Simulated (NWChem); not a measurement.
Species: InSiH3OF2; SMILES [F][In]([O][SiH3])[F]

```xyz
8

In    -0.0658     0.6732    -0.0014
F      1.0603     2.2494     0.0071
F     -1.9892     0.9460    -0.0202
O      0.7397    -1.1165     0.0103
Si     0.1898    -2.6871    -0.0041
H     -0.6702    -2.9681     1.1877
H      1.3775    -3.5881     0.0234
H     -0.6119    -2.9656    -1.2366
```
Atoms are numbered in this order, from 1.

Computed with NWChem. STO-3G and 3-21G are far too small for this property and stand as cheap habits. Structure relaxed at the PBE0/def2-SVP level. No frequency run checked for a minimum. def2 effective core potentials on In; no spin-orbit coupling. B3LYP is NWChem's, with the RPA form of VWN correlation. Field at 589 nm.

For level B3LYP/STO-3G (all-electron, non-relativistic):

```
Quantity                          Result
--------------------------------  ------
isotropic polarisability (bohr³)    36.5
anisotropy (bohr³)                  28.6
```

Task: Estimate the same quantities for level B3LYP/def2-SVP (core potentials).

Result: 
- isotropic polarisability (bohr³) = 53.7
- anisotropy (bohr³) = 24.3
